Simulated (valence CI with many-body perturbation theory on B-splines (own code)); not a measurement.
## Sb XXI: calculated level list

Level of theory: relativistic CI+MBPT: three valence electrons over a frozen Dirac-Fock core [Ar] 3d10, radial functions for each j: 11 s, 11 p, 10 d, 8 f, 5 g, 2 h, with the one-electron correlation potential Σ1, the two-electron term Σ2, the three-electron term Σ3, Breit, model QED; selected CI, second order for the rest, scaled by the run's own slope (own B-spline code, finite nucleus).

No measured spectrum was set against this ion. As an estimate, levels hold to about 250 cm⁻¹ or 0.2 % of their energy and the worst to 1 %, as in measured heavy ions of charge 2 to 7; those with d or f electrons hold less well.

Levels 46 to 90 of 182, with energies above the lowest level, (4s^2 4p1/2) J=1/2. "Leading %" is the weight of the configuration and term that name the level; weights of strongly mixed levels are sums over their largest components and can fall short, so below about 35 % the name and the second component can differ from the true leading terms, or belong to a minority configuration. In the jj column 3d3/2^4 stands for four electrons in 3d with j = 3/2. Lifetimes count E1, E2, E3, M1 and M2 decay at the calculated energies, and are blank where another channel may lead or the interval is too uncertain; long ones can be off by a factor of two.

| No. | Configuration | Term | J | E (cm⁻¹) | Leading % | Second component | Lifetime | Leading jj |
| --- | --- | --- | --- | --- | --- | --- | --- | --- |
| 46 | 4p2 4d | 2F | 7/2 | 1533700 | 37 | 27 % 4p2 4d 2G | 37.3 ps | 4p1/2 4p3/2 4d3/2 (80 %) |
| 47 | 4p2 4d | 2P | 3/2 | 1534100 | 38 | 29 % 4p2 4d 4D | 14.8 ps | 4p1/2 4p3/2 4d3/2 (89 %) |
| 48 | 4p2 4d | 4D | 1/2 | 1537100 | 84 | 14 % 4p2 4d 2P | 16.8 ps | 4p1/2 4p3/2 4d3/2 (97 %) |
| 49 | 4p2 4d | 4F | 7/2 | 1544900 | 44 | 38 % 4p2 4d 4D | 26.9 ps | 4p1/2 4p3/2 4d5/2 (96 %) |
| 50 | 4p2 4d | 4F | 9/2 | 1559900 | 50 | 45 % 4p2 4d 2G | 34.4 ps | 4p1/2 4p3/2 4d5/2 (92 %) |
| 51 | 4p2 4d | 4D | 3/2 | 1570000 | 41 | 40 % 4p2 4d 2P | 10.5 ps | 4p1/2 4p3/2 4d5/2 (80 %) |
| 52 | 4p2 4d | 4D | 5/2 | 1570600 | 39 | 19 % 4p2 4d 4F | 12.0 ps | 4p1/2 4p3/2 4d5/2 (74 %) |
| 53 | 4p2 4d | 2G | 7/2 | 1591300 | 50 | 17 % 4p2 4d 4F | 18.0 ps | 4p1/2 4p3/2 4d5/2 (56 %) |
| 54 | 4p2 4d | 4P | 5/2 | 1600300 | 47 | 38 % 4p2 4d 2D | 4.28 ps | 4p1/2 4p3/2 4d5/2 (57 %) |
| 55 | 4p2 4d | 4P | 3/2 | 1604400 | 44 | 25 % 4p2 4d 2P | 4.22 ps | 4p1/2 4p3/2 4d3/2 (74 %) |
| 56 | 4p2 4d | 4P | 1/2 | 1607200 | 42 | 28 % 4p2 4d 2P | 4.78 ps | 4p1/2 4p3/2 4d3/2 (75 %) |
| 57 | 4p2 4d | 2D | 5/2 | 1628500 | 42 | 32 % 4p2 4d 2F | 4.69 ps | 4p1/2 4p3/2 4d3/2 (36 %) |
| 58 | 4p2 4d | 2P | 1/2 | 1641600 | 75 | 11 % 4p2 4d 4P | 5.39 ps | 4p1/2 4p3/2 4d5/2 (45 %) |
| 59 | 4p2 4d | 2D | 3/2 | 1641700 | 77 | 7 % 4p2 4d 2P | 9.83 ps | 4p1/2 4p3/2 4d5/2 (70 %) |
| 60 | 4p2 4d | 4D | 7/2 | 1642500 | 49 | 34 % 4p2 4d 2F | 22.3 ps | 4p3/2^2 4d5/2 (92 %) |
| 61 | 4p2 4d | 4F | 9/2 | 1649100 | 46 | 44 % 4p2 4d 2G | 29.4 ps | 4p3/2^2 4d5/2 (87 %) |
| 62 | 4p2 4d | 2P | 1/2 | 1664000 | 53 | 16 % 4p2 4d 4P | 6.85 ps | 4p1/2 4p3/2 4d5/2 (36 %) |
| 63 | 4p2 4d | 2D | 3/2 | 1670500 | 45 | 32 % 4p2 4d 4P | 4.40 ps | 4p3/2^2 4d3/2 (86 %) |
| 64 | 4p2 4d | 2D | 5/2 | 1675200 | 27 | 25 % 4p2 4d 4P | 4.16 ps | 4p3/2^2 4d3/2 (63 %) |
| 65 | 4p2 4d | 2F | 7/2 | 1692100 | 63 | 19 % 4s 4p 4f 2F | 4.20 ps | 4p3/2^2 4d3/2 (57 %) |
| 66 | 4p2 4d | 2S | 1/2 | 1717100 | 50 | 29 % 4p2 4d 4P | 4.81 ps | 4p3/2^2 4d5/2 (47 %) |
| 67 | 4p2 4d | 2P | 3/2 | 1724800 | 56 | 22 % 4p2 4d 2D | 5.31 ps | 4p3/2^2 4d5/2 (52 %) |
| 68 | 4p2 4d | 2D | 5/2 | 1728400 | 84 | 6 % 4p2 4d 4D | 16.0 ps | 4p3/2^2 4d5/2 (88 %) |
| 69 | 4s 4p 4f | 4G | 5/2 | 1739400 | 58 | 24 % 4s 4p 4f 4F | 7.53 ps | 4s 4p1/2 4f5/2 (77 %) |
| 70 | 4s 4p 4f | 4G | 7/2 | 1742800 | 38 | 35 % 4s 4p 4f 4F | 9.33 ps | 4s 4p1/2 4f7/2 (64 %) |
| 71 | 4s 4p 4f | 4F | 3/2 | 1745800 | 38 | 20 % 4s 4d2 4F | 7.13 ps | 4s 4p1/2 4f5/2 (39 %) |
| 72 | 4p2 4d | 2D | 5/2 | 1753000 | 25 | 14 % 4s 4p 4f 4F | 5.39 ps | 4p3/2^2 4d5/2 (39 %) |
| 73 | 4s 4p 4f | 4F | 9/2 | 1754100 | 33 | 32 % 4s 4p 4f 4G | 11.7 ps | 4s 4p1/2 4f7/2 (74 %) |
| 74 | 4p2 4d | 2D | 3/2 | 1757100 | 52 | 16 % 4s 4p 4f 4F | 4.84 ps | 4p3/2^2 4d3/2 (36 %) |
| 75 | 4s 4p 4f | 4G | 5/2 | 1764600 | 21 | 14 % 4s 4p 4f 4F | 5.18 ps | 4p3/2^2 4d5/2 (31 %) |
| 76 | 4s 4p 4f | 4D | 7/2 | 1768900 | 32 | 31 % 4s 4p 4f 4G | 6.84 ps | 4s 4p1/2 4f7/2 (58 %) |
| 77 | 4s 4p 4f | 2G | 7/2 | 1790000 | 48 | 19 % 4s 4d2 2G | 10.9 ps | 4s 4p1/2 4f5/2 (28 %) |
| 78 | 4s 4d2 | 4F | 7/2 | 1807500 | 58 | 24 % 4s 4p 4f 4D | 4.87 ps | 4s 4d3/2 4d5/2 (53 %) |
| 79 | 4s 4p 4f | 2F | 5/2 | 1807700 | 30 | 26 % 4s 4d2 4F | 4.30 ps | 4s 4p1/2 4f7/2 (43 %) |
| 80 | 4s 4d2 | 4F | 9/2 | 1809500 | 51 | 20 % 4s 4p 4f 4G | 8.92 ps | 4s 4d5/2^2 (57 %) |
| 81 | 4s 4d2 | 4F | 5/2 | 1813700 | 35 | 16 % 4s 4p 4f 2D | 4.32 ps | 4s 4d3/2 4d5/2 (42 %) |
| 82 | 4s 4d2 | 4F | 3/2 | 1815000 | 63 | 15 % 4s 4p 4f 4F | 3.17 ps | 4s 4d3/2^2 (40 %) |
| 83 | 4s 4d2 | 2G | 9/2 | 1824200 | 39 | 31 % 4s 4p 4f 4G | 9.18 ps | 4s 4p3/2 4f5/2 (41 %) |
| 84 | 4s 4d2 | 4P | 1/2 | 1829400 | 97 |  | 3.57 ps | 4s 4d3/2^2 (51 %) |
| 85 | 4s 4d2 | 4P | 3/2 | 1834500 | 95 |  | 3.74 ps | 4s 4d3/2 4d5/2 (92 %) |
| 86 | 4s 4d2 | 4P | 5/2 | 1837600 | 77 | 10 % 4s 4d2 2D | 3.79 ps | 4s 4d3/2 4d5/2 (64 %) |
| 87 | 4s 4p 4f | 4G | 11/2 | 1839700 | 100 |  | 7.44 ps | 4s 4p3/2 4f7/2 (100 %) |
| 88 | 4s 4p 4f | 2F | 7/2 | 1849500 | 27 | 26 % 4s 4d2 2G | 5.33 ps | 4s 4p3/2 4f5/2 (25 %) |
| 89 | 4s 4d2 | 2D | 3/2 | 1850900 | 59 | 10 % 4s 4p 4f 2D | 4.12 ps | 4s 4d5/2^2 (27 %) |
| 90 | 4s2 5s | 2S | 1/2 | 1856300 | 98 |  | 1.33 ps | 4s^2 5s (98 %) |

Where two levels of one J and parity lie close, their mixing, g and order are uncertain.
